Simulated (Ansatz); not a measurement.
Reaction (cleavage of the B–Si bond): `B[SiH2][SiH2][SiH3]` + `C#C[SiH2]O` → `BO[SiH2]C#C` + `[SiH3][SiH2][SiH3]`

Program: Ansatz. Geometries: PBE0-D4/def2-TZVP. ΔE: electronic, gas phase. CCSD(T)/CBS is the MP2 limit (def2-TZVPP, def2-QZVPP) plus CCSD(T) − MP2 in def2-TZVPP, frozen cores. Functionals use def2-TZVPP. B3LYP here is the variant with VWN-RPA as its local correlation; programs differ in this. HSE06 is defined as in plane-wave codes. One conformer a species, not always the lowest.

```json
{"level": "PBE-D4", "ΔE (kJ/mol)": "-138.1", "difference from CCSD(T)/CBS": "11.9"}
{"level": "revPBE-D4", "ΔE (kJ/mol)": "-136.6", "difference from CCSD(T)/CBS": "13.4"}
{"level": "BLYP-D4", "ΔE (kJ/mol)": "-151.9", "difference from CCSD(T)/CBS": "-1.9"}
{"level": "r2SCAN-D4", "ΔE (kJ/mol)": "-146.5", "difference from CCSD(T)/CBS": "3.5"}
{"level": "B97M-V", "ΔE (kJ/mol)": "-147.1", "difference from CCSD(T)/CBS": "2.9"}
{"level": "PBE0-D4", "ΔE (kJ/mol)": "-141.9", "difference from CCSD(T)/CBS": "8.1"}
{"level": "r2SCANh-D4", "ΔE (kJ/mol)": "-147.5", "difference from CCSD(T)/CBS": "2.5"}
{"level": "r2SCAN0-D4", "ΔE (kJ/mol)": "-148.8", "difference from CCSD(T)/CBS": "1.2"}
{"level": "HSE06-D4", "ΔE (kJ/mol)": "-141.8", "difference from CCSD(T)/CBS": "8.2"}
{"level": "CAM-B3LYP-D4", "ΔE (kJ/mol)": "-160.8", "difference from CCSD(T)/CBS": "-10.8"}
{"level": "ωB97M-V", "ΔE (kJ/mol)": "-154.1", "difference from CCSD(T)/CBS": "-4.1"}
{"level": "B2PLYP", "ΔE (kJ/mol)": "-157.8", "difference from CCSD(T)/CBS": "-7.8"}
{"level": "PBE-QIDH", "ΔE (kJ/mol)": "-149.5", "difference from CCSD(T)/CBS": "0.5"}
{"level": "PBE", "ΔE (kJ/mol)": "-139.8", "difference from CCSD(T)/CBS": "10.2"}
{"level": "revPBE", "ΔE (kJ/mol)": "-137.8", "difference from CCSD(T)/CBS": "12.2"}
{"level": "BLYP", "ΔE (kJ/mol)": "-154.8", "difference from CCSD(T)/CBS": "-4.8"}
{"level": "r2SCAN", "ΔE (kJ/mol)": "-147.0", "difference from CCSD(T)/CBS": "3.0"}
{"level": "PBE0", "ΔE (kJ/mol)": "-143.4", "difference from CCSD(T)/CBS": "6.6"}
{"level": "B3LYP", "ΔE (kJ/mol)": "-157.1", "difference from CCSD(T)/CBS": "-7.1"}
{"level": "r2SCANh", "ΔE (kJ/mol)": "-148.0", "difference from CCSD(T)/CBS": "2.0"}
{"level": "r2SCAN0", "ΔE (kJ/mol)": "-149.5", "difference from CCSD(T)/CBS": "0.5"}
{"level": "HSE06", "ΔE (kJ/mol)": "-143.3", "difference from CCSD(T)/CBS": "6.7"}
{"level": "BHLYP", "ΔE (kJ/mol)": "-162.6", "difference from CCSD(T)/CBS": "-12.6"}
{"level": "CAM-B3LYP", "ΔE (kJ/mol)": "-162.6", "difference from CCSD(T)/CBS": "-12.6"}
{"level": "LC-ωPBE", "ΔE (kJ/mol)": "-149.2", "difference from CCSD(T)/CBS": "0.8"}
{"level": "RPA@PBE/def2-TZVPP", "ΔE (kJ/mol)": "-153.7", "difference from CCSD(T)/CBS": "-3.7"}
{"level": "HF/def2-SVP", "ΔE (kJ/mol)": "-178.4", "difference from CCSD(T)/CBS": "-28.4"}
{"level": "MP2/def2-SVP", "ΔE (kJ/mol)": "-175.3", "difference from CCSD(T)/CBS": "-25.3"}
{"level": "CCSD/def2-SVP", "ΔE (kJ/mol)": "-171.8", "difference from CCSD(T)/CBS": "-21.8"}
{"level": "CCSD(T)/def2-SVP", "ΔE (kJ/mol)": "-172.0", "difference from CCSD(T)/CBS": "-22.0"}
{"level": "HF/def2-TZVPP", "ΔE (kJ/mol)": "-169.4", "difference from CCSD(T)/CBS": "-19.4"}
{"level": "MP2/def2-TZVPP", "ΔE (kJ/mol)": "-155.5", "difference from CCSD(T)/CBS": "-5.5"}
{"level": "SCS-MP2/def2-TZVPP", "ΔE (kJ/mol)": "-158.9", "difference from CCSD(T)/CBS": "-8.9"}
{"level": "CCSD/def2-TZVPP", "ΔE (kJ/mol)": "-153.4", "difference from CCSD(T)/CBS": "-3.4"}
{"level": "CCSD(T)/def2-TZVPP", "ΔE (kJ/mol)": "-151.7", "difference from CCSD(T)/CBS": "-1.7"}
{"level": "HF/def2-QZVPP", "ΔE (kJ/mol)": "-170.8", "difference from CCSD(T)/CBS": "-20.8"}
{"level": "MP2/def2-QZVPP", "ΔE (kJ/mol)": "-155.0", "difference from CCSD(T)/CBS": "-5.0"}
{"level": "HF/CBS(def2)", "ΔE (kJ/mol)": "-171.0", "difference from CCSD(T)/CBS": "-21.0"}
{"level": "MP2/CBS(def2)", "ΔE (kJ/mol)": "-153.8", "difference from CCSD(T)/CBS": "-3.8"}
{"level": "CCSD/CBS(def2)", "ΔE (kJ/mol)": "-151.7", "difference from CCSD(T)/CBS": "-1.7"}
{"level": "CCSD(T)/CBS", "ΔE (kJ/mol)": "-150.0", "difference from CCSD(T)/CBS": "0"}
```

Largest T1 diagnostic among the species: 0.014.

From BLYP to BHLYP (50 % exact exchange), in def2-TZVPP and without D4, ΔE moves by −7.8 kJ/mol. At CCSD(T), def2-SVP lies −22.0 kJ/mol from the extrapolated value and def2-TZVPP −1.7 kJ/mol.
